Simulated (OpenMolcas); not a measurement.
# Ions of charge +3 along the 4f row with 4 fluoride ligands in tetrahedral coordination

```
Program             : OpenMolcas
Method              : CASSCF
Spin-orbit coupling : RASSI with atomic mean-field integrals over the reference wave functions
```

The f shell is active. Anionic complexes are neutralised by point charges behind the ligands. Distances were set from a Shannon-type radius of the metal (high-spin where two are listed) plus a fixed donor radius (F 1.31 Å). Ligand basis ANO-RCC-VDZP, DKH2 Hamiltonian. States (labels of Td). Energies in cm-1 above the lowest state or level, χT in cm3 K/mol; under a threefold ground state the first gap can be a small split of the lowest multiplet, not the spin-orbit step. Free-ion χT is g² J(J+1) / 8 for Hund's level.

```tsv
Ion	Shell	R (Å)	Metal basis	Outer charge (e at Å behind ligand)	Ground state	First state of that spin	First gap with spin-orbit (degeneracies)	Width of lowest J	χT at 300 K	Free-ion χT
Nd3+	4f3	2.16	ANO-RCC-VDZP	0.25 at 3.2	4A2	4A1 15.8	101.3 (4, 4)	387	1.597	1.636
Eu3+	4f6	2.13	ANO-RCC-VDZP	0.25 at 2.4	7A2	7T2 685.3	341.0 (1, 3)		1.391	0
Tb3+	4f8	2.1	ANO-RCC-VDZP	0.25 at 3.2	7T1	7T2 175.3	8.1 (2, 3)	236	11.679	11.812
Dy3+	4f9	2.09	ANO-RCC-VDZP	0.25 at 2.6	6T2	6E 17.2	53.7 (4, 4)	264	13.921	14.167
Yb3+	4f13	2.05	ANO-RCC-VDZP	0.25 at 2.8	2A1	2T1 382.4	240.0 (2, 4)	277	2.460	2.571
```

The rows also differ in their outer charges, so part of each step comes from that.

χT departs most from the free-ion value for Eu3+, by +1.391 cm3 K/mol.

Without dynamic correlation the ligand-field splitting of an f shell can come out too small, at times by half. High states are left out of the spin-orbit mixing, which shifts the levels that they would mix with (holds for Nd3+; Eu3+; Tb3+; Dy3+). No measured value stands beside these numbers; the geometry is a model, was not optimised and need not be the one that this ion takes.
